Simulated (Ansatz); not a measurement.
Ansatz results at the PBE0-D4/def2-TZVP geometry: HOMO–LUMO gap (B3LYP/def2-TZVPP) 5.72 eV; HOMO energy (PBE/def2-TZVPP) -5.80 eV; HOMO–LUMO gap (ωB97M-V/def2-TZVPP) 10.00 eV.

Q: Which molecule gave them?
A. `C1[O][SnH2][SiH2]1`
B. `CB1O[SiH]1N`
C. `[SiH3]C1BN[SiH2]1`
D. `O=CBCl`

A: A. The others give `O=CBCl`: 4.51, -5.92, 9.45; `[SiH3]C1BN[SiH2]1`: 7.33, -6.64, 11.58; `CB1O[SiH]1N`: 5.65, -5.24, 10.07.

B3LYP here is the variant with VWN-RPA as its local correlation; programs differ in this.
